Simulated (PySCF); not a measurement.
Cartesian coordinates in Å; atom numbers follow the order of the lines, from 1:
```xyz
15

Si   -0.003   -0.004    0.175
C    -0.010   -0.007    2.051
N    -0.014   -0.013    3.211
C     1.791   -0.013   -0.357
H     1.864   -0.044   -1.456
H     2.318   -0.890    0.047
H     2.312    0.891   -0.006
C    -0.891    1.553   -0.366
H    -0.885    1.633   -1.464
H    -0.400    2.449    0.044
H    -1.938    1.550   -0.026
C    -0.904   -1.554   -0.365
H    -1.934   -1.566    0.020
H    -0.390   -2.455    0.001
H    -0.948   -1.606   -1.465
```

Geometry: PBE0-D3(BJ)/def2-SVP; GIAO shifts from PySCF, gas phase, non-relativistic, averaged over equivalent atoms.

At B3LYP/pcSseg-1 (154 basis functions, 11 s wall time on 1 thread of an Intel Xeon 6975P-C, shared host):
```csv
atoms,δ (ppm)
Si1,-17.4
C2,128.0
C4/C8/C12,-1.1
N3,364.2
H5/H6/H7/H9/H10/H11/H13/H14/H15,0.27
```

References, each an isolated molecule treated in the same way: ²⁹Si (337.86 ppm) and ¹³C (179.24 ppm) and ¹H (31.38 ppm) vs TMS; NH3 for ¹⁵N (263.54 ppm).

Problem. Estimate the result of repeating the calculation with PBE0/pcSseg-1.

Solution. 
| atoms | δ at PBE0/pcSseg-1 | change |
| --- | --- | --- |
| Si1 | -16.2 | +1.2 |
| C2 | 130.1 | +2.1 |
| C4/C8/C12 | -1.2 | -0.1 |
| N3 | 363.7 | -0.5 |
| H5/H6/H7/H9/H10/H11/H13/H14/H15 | 0.28 | +0.01 |

References, each an isolated molecule treated in the same way: ²⁹Si (351.99 ppm) and ¹³C (184.41 ppm) and ¹H (31.27 ppm) vs TMS; ¹⁵N (265.67 ppm) against NH3.

The largest change is at C2 (carbon bonded to N, Si). Cost: 154 basis functions, 16 s wall time on 1 thread of an Intel Xeon 6975P-C, shared host.

Experimental scales use liquid or dissolved standards, which lie at an offset from isolated NH3 (liquid NH3: subtract about 20 ppm). Unscaled 15N shifts of sp2 nitrogen come out 20 to 40 ppm too high even then.
